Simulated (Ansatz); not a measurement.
**1,2-elimination**

Start structure (HfH2Cl2O2, closed shell), relaxed at PBE0-D4/def2-TZVP:

```csv
atom,x (Å),y (Å),z (Å)
Hf1,-0.0519,0.0008,0.4129
O2,1.5005,-0.6197,-0.4821
O3,-1.3457,0.6212,-0.8277
H4,-1.8902,0.8930,-1.5593
Cl5,0.5485,1.7754,1.8434
Cl6,-0.9767,-1.7739,1.6585
H7,2.2154,-0.8968,-1.0456
```

The step: HfH₂Cl₂O₂ ([OH][Hf]([OH])([Cl])[Cl]) → HfCl₂O ([O][Hf]([Cl])[Cl]) + H₂O (still joined by a long Hf–O bond); bonds formed: O2–H4; bonds broken: O3–H4; bonds weakened to dative contacts: Hf1–O2. Ansatz 0.2.0; basis: def2-TZVPP and def2-QZVPP; cores frozen in the correlated methods. Core potentials replace the inner electrons of the atoms past krypton. Extrapolation: Hartree–Fock as exp(−7.88 √X), correlation as X^−2.97. Energies below are by CCSD(T) at an estimated basis limit (MP2 extrapolated from triple and quadruple zeta, plus CCSD(T) − MP2 in triple zeta).

Task: What are the electronic barrier and the energy of the step, from the start structure to the end structure? (To be estimated.)

Result: Computed: Barrier 51.06 kcal/mol; step energy 42.02 kcal/mol (uphill); reverse barrier, their difference, 9.04 kcal/mol. Barrier and step energy count from the start structure, the reverse barrier from the end structure.

The saddle point: One imaginary mode of 1189i cm⁻¹.
```csv
pair,start (Å),saddle (Å),end (Å)
O2–H4,3.87,1.15,0.96
Hf1–O2,1.90,2.14,2.22
O3–H4,0.95,1.38,2.80
```

Zero-point energy (harmonic, PBE0-D4): ZPE is 16.90 kcal/mol at the start and 16.16 kcal/mol at the saddle, so the barrier goes from 51.06 to 50.31 kcal/mol.

First-order rate constant out of the start structure at 298 K by transition-state theory, with harmonic vibrational free energies alone and no tunnelling: ΔA‡ = 51.08 kcal/mol, so k = (kB T/h) exp(−ΔA‡/kB T) ≈ 10^-25 s⁻¹ (an order of magnitude at best: rotation, the number of equivalent paths and anharmonicity are left out).

The T1 diagnostic stays at or below 0.018.

Labels in which every atom is bracketed show which atoms are joined, not bond orders.

For scale, one of the runs: CCSD(T)/def2-TZVPP, 230 basis functions, launched by `ansatz run in.yaml --threads 8 --pin off --events-out ev --progress --plain --max-ram 19148MiB`. Time: 29 s of wall clock on 8 CPU threads of an AMD EPYC 9R45; the host was shared. Peak host memory: 4.4 GiB.
